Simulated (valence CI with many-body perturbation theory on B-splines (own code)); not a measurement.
Values are calculated unless marked as measured or tabulated.
Level structure of Pb49+

Method: valence CI with perturbative core correlation (CI+MBPT): five valence electrons over a frozen Dirac-Fock core [Ar] 3d10, a basis of 9 s, 9 p, 8 d, 6 f, 3 g, 1 h functions for each j, with the one-electron correlation potential Σ1 (screened to all orders), the two-electron term Σ2, the three-electron term Σ3, Breit, model QED; selected single and double excitations, second order for the rest, scaled by the run's own slope (own B-spline code, finite nucleus).

The last digits are not significant, and no measured levels were compared; by estimate large intervals hold to a few tenths of a per cent, small ones and those within an open d or f shell to about a per cent. Among the levels kept, up to 660 cm⁻¹ of a level comes from second order outside the variational space, and about a tenth of that is noise between levels of different J, which matters for small intervals.

Levels 1 to 36 of 36, with energies above the lowest level, (4s^2 4p1/2^2 4p3/2) J=3/2. "Leading %" is the weight of the configuration and term that name the level; weights of strongly mixed levels are sums over their largest components and can fall short, so below about 35 % the name and the second component can differ from the true leading terms, or belong to a minority configuration. In the jj column 3d3/2^4 stands for four electrons in 3d with j = 3/2.

```
No.  Configuration  Term    J  E (eV)  Leading %      g                     Leading jj     Second component
  1        4s2 4p3   2P°  3/2    0.00         48  1.350      4s^2 4p1/2^2 4p3/2 (99 %)     27 % 4s2 4p3 2D°
  2        4s2 4p3   4S°  3/2  158.41         55  1.458      4s^2 4p1/2 4p3/2^2 (99 %)     44 % 4s2 4p3 2D°
  3        4s2 4p3   2D°  5/2  164.70         99  1.194      4s^2 4p1/2 4p3/2^2 (99 %)                     
  4        4s2 4p3   2P°  1/2  172.70         99  0.657      4s^2 4p1/2 4p3/2^2 (99 %)                     
  5     4s2 4p2 4d    2D  3/2  182.90         40  0.784      4s^2 4p1/2^2 4d3/2 (99 %)   34 % 4s2 4p2 4d 4F
  6     4s2 4p2 4d    2D  5/2  225.30         32  1.209      4s^2 4p1/2^2 4d5/2 (96 %)   20 % 4s2 4p2 4d 4D
  7         4s 4p4    4P  5/2  278.51         67  1.464      4s 4p1/2^2 4p3/2^2 (94 %)       27 % 4s 4p4 2D
  8         4s 4p4    2S  1/2  295.61         59  2.073      4s 4p1/2^2 4p3/2^2 (93 %)       27 % 4s 4p4 4P
  9         4s 4p4    2P  3/2  297.60         42  1.175      4s 4p1/2^2 4p3/2^2 (89 %)       33 % 4s 4p4 2D
 10        4s2 4p3   2P°  3/2  332.26         51  1.309            4s^2 4p3/2^3 (98 %)     28 % 4s2 4p3 2D°
 11     4s2 4p2 4d    4F  5/2  340.31         46  0.960  4s^2 4p1/2 4p3/2 4d3/2 (98 %)   46 % 4s2 4p2 4d 2F
 12     4s2 4p2 4d    4F  3/2  341.04         38  0.905  4s^2 4p1/2 4p3/2 4d3/2 (97 %)   27 % 4s2 4p2 4d 4D
 13     4s2 4p2 4d    4D  1/2  341.20         80  0.193  4s^2 4p1/2 4p3/2 4d3/2 (99 %)   15 % 4s2 4p2 4d 2P
 14     4s2 4p2 4d    2G  7/2  346.76         51  1.033  4s^2 4p1/2 4p3/2 4d3/2 (97 %)   26 % 4s2 4p2 4d 2F
 15     4s2 4p2 4d    2D  5/2  363.75         36  1.177  4s^2 4p1/2 4p3/2 4d3/2 (92 %)   24 % 4s2 4p2 4d 2F
 16     4s2 4p2 4d    2D  3/2  365.63         35  1.197  4s^2 4p1/2 4p3/2 4d3/2 (90 %)   26 % 4s2 4p2 4d 2P
 17     4s2 4p2 4d    2P  1/2  366.73         37  1.705  4s^2 4p1/2 4p3/2 4d3/2 (95 %)   35 % 4s2 4p2 4d 4P
 18     4s2 4p2 4d    4D  7/2  375.10         48  1.309  4s^2 4p1/2 4p3/2 4d5/2 (99 %)   36 % 4s2 4p2 4d 4F
 19     4s2 4p2 4d    2P  3/2  381.38         45  1.368  4s^2 4p1/2 4p3/2 4d5/2 (94 %)   25 % 4s2 4p2 4d 4P
 20     4s2 4p2 4d    2G  9/2  382.22         62  1.188  4s^2 4p1/2 4p3/2 4d5/2 (99 %)   37 % 4s2 4p2 4d 4F
 21     4s2 4p2 4d    2F  5/2  383.98         34  1.130  4s^2 4p1/2 4p3/2 4d5/2 (94 %)   29 % 4s2 4p2 4d 2D
 22     4s2 4p2 4d    2D  5/2  397.41         38  1.266  4s^2 4p1/2 4p3/2 4d5/2 (93 %)   34 % 4s2 4p2 4d 4P
 23     4s2 4p2 4d    2F  7/2  397.97         59  1.123  4s^2 4p1/2 4p3/2 4d5/2 (95 %)   18 % 4s2 4p2 4d 2G
 24     4s2 4p2 4d    2D  3/2  400.92         61  0.933  4s^2 4p1/2 4p3/2 4d5/2 (96 %)   20 % 4s2 4p2 4d 2P
 25     4s2 4p2 4d    2P  1/2  402.60         55  1.221  4s^2 4p1/2 4p3/2 4d5/2 (95 %)   36 % 4s2 4p2 4d 2S
 26     4s2 4p2 4f   2F°  5/2  427.65         37  0.848      4s^2 4p1/2^2 4f5/2 (93 %)  29 % 4s2 4p2 4f 4G°
 27     4s2 4p2 4f   2F°  7/2  440.13         32  1.143      4s^2 4p1/2^2 4f7/2 (92 %)  16 % 4s2 4p2 4f 4F°
 28         4s 4p4    4P  3/2  444.09         73  1.527        4s 4p1/2 4p3/2^3 (91 %)       16 % 4s 4p4 2D
 29         4s 4p4    2D  5/2  453.74         67  1.298        4s 4p1/2 4p3/2^3 (91 %)       25 % 4s 4p4 4P
 30      4s 4p3 4d   4D°  5/2  458.01         29  1.273  4s 4p1/2^2 4p3/2 4d3/2 (95 %)   21 % 4s 4p3 4d 4F°
 31      4s 4p3 4d   4D°  3/2  458.74         27  1.294  4s 4p1/2^2 4p3/2 4d3/2 (96 %)   24 % 4s 4p3 4d 6D°
 32      4s 4p3 4d   4P°  1/2  458.93         46  2.419  4s 4p1/2^2 4p3/2 4d3/2 (97 %)   30 % 4s 4p3 4d 6D°
 33      4s 4p3 4d   4F°  7/2  464.52         22  1.269  4s 4p1/2^2 4p3/2 4d3/2 (85 %)   18 % 4s 4p3 4d 6D°
 34         4s 4p4    2P  1/2  465.85         57  1.358        4s 4p1/2 4p3/2^3 (90 %)       33 % 4s 4p4 4P
 35         4s 4p4    2P  3/2  467.07         45  1.087        4s 4p1/2 4p3/2^3 (90 %)       41 % 4s 4p4 2D
 36      4s 4p3 4d   2D°  3/2  474.08         29  0.999  4s 4p1/2^2 4p3/2 4d3/2 (86 %)   14 % 4s 4p3 4d 4F°
```

The ionisation energy to 4s2 4p2 3P_0 of the next ion comes out as 2736.6 eV (NIST: 2735 ± 4 eV (theoretical)). All 36 levels together are meant to be complete up to 477.10 eV.
